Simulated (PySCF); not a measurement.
Computed properties of Ta(NH)(OH)2(NH2) (H5N2O2Ta), SMILES [NH]=[Ta]([NH2])([OH])[OH], multiplicity 1

Ta(NH)(OH)2(NH2) (H₅N₂O₂Ta), SMILES [NH2][Ta]([OH])([OH])=[NH], multiplicity 1. Geometry optimised at PBE0-D3(BJ)/def2-SVP. The multiplicity is an assumed one; no other spin state was optimised. The structure was generated by enumeration; whether it is a known compound was not checked. The def2 effective core potentials stand for the cores of Ta; spin–orbit coupling is left out. Other conformers were not sampled. All values are computed for the isolated molecule unless a solvent is named; none is compared with measurement here.

**Structure.** The optimised structure has Cs symmetry. All 24 harmonic modes at PBE0-D3(BJ)/def2-SVP (PySCF) are real, so it is a minimum. With heavy atoms numbered as in [Ta:1](=[NH:2])([OH:4])([OH:6])[NH2:8], the shortest bond between them is Ta1–N2 at 1.771 Å and the longest Ta1–N8 at 1.985 Å.

**Vibrations.** The strongest infrared lines (harmonic, unscaled, degenerate partners summed) lie at 3973 cm⁻¹ (336 km/mol, H 94 %), 475 cm⁻¹ (276 km/mol, H 80 %, O 19 %), 438 cm⁻¹ (216 km/mol, H 76 %, O 23 %). The softest mode is at 174 cm⁻¹ and the zero-point energy is 41.0 kcal/mol.

**Electronic structure.** CAM-B3LYP/def2-TZVP (PySCF) places the frontier levels at -8.82 and 0.81 eV, a gap of 9.63 eV, and gives a dipole moment of 0.67 D and a mean polarisability of 59.5 bohr³. PBE/def2-TZVP (PySCF) at the same geometry gives -5.96 and -0.61 eV, so its gap is 4.28 eV narrower. An orbital gap is neither the optical nor the fundamental gap.

**Excitations.** TDA-PBE0/def2-SVPD (PySCF) has S1 at 5.72 eV (217 nm, f = 0.000, dark); the most intense of the 10 singlets computed lies at 6.65 eV (f = 0.05). T1 (TDA) is at 5.04 eV, 0.68 eV under S1. TDA-PBE/def2-SVPD (PySCF) puts S1 at 5.31 eV. No vertical singlet excitation falls in the visible range (under 3.1 eV).
